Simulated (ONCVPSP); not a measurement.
## Gd, ONCV: configuration errors across variants

- Element: Gd
- Generator: ONCVPSP 4.0.1
- Type: optimised norm-conserving Vanderbilt (ONCV)
- Functional: LDA (Perdew-Wang 92)
- Relativity: scalar-relativistic
- Frozen core: [Kr] 4d10 4f7
- Valence charge: 11
- Reference configuration: 5s2 5p6 5d1 6s1.75 (charge +0.25)
- Partial waves: 5s+6s: rc 2.15 bohr, ncon 5, nbas 9, qcut 5.8 1/bohr, 3 projectors, debl 1.8 Ha; 5p: rc 1.80 bohr, ncon 3, nbas 8, qcut 4.3 1/bohr, 2 projectors, debl 1.6 Ha; 5d: rc 2.15 bohr, ncon 5, nbas 9, qcut 4.4 1/bohr, 2 projectors, debl 3.2 Ha
- Local potential: polynomial inside 1.45 bohr (lpopt 5, dvloc0 0 Ha)
- Core correction: none

All-electron excitation energies from the reference (eV): (1) 5s2 5p6 5d1 6s2 -1.223; (2) 5s2 5p6 5d1 6s1 5.627; (3) 5s2 5p6 5d1 6s0 17.998; (4) 5s2 5p6 5d1 6s0 6p2 4.873.

1 further variants failed, have other tests or too few solved ones, and are left out.

Errors AE − PS in meV (a dash: test not solved or not reliable):

```tsv
change	(1)	(2)	(3)	(4)	bound ghosts	GHOST(+) flags above zero
base	+0.4	-0.6	+5.2	+1.9	none	s
all radii scaled by about 0.77 (s 1.66, p 1.40, d 1.66 bohr); local potential polynomial inside 1.12 bohr (lpopt 5, dvloc0 0 Ha)	+0.4	-0.4	+6.3	+1.1	none	s, p
p: rc 1.86	+0.4	-0.6	+5.3	+2.0	none	s
```

Problem. Give the same row for: core correction Teter function, fcfact 3.25, rcfact 1.15.

Solution. +0.4, -0.6, +4.5, +1.6; bound ghosts: none; GHOST(+) flags above zero: s.
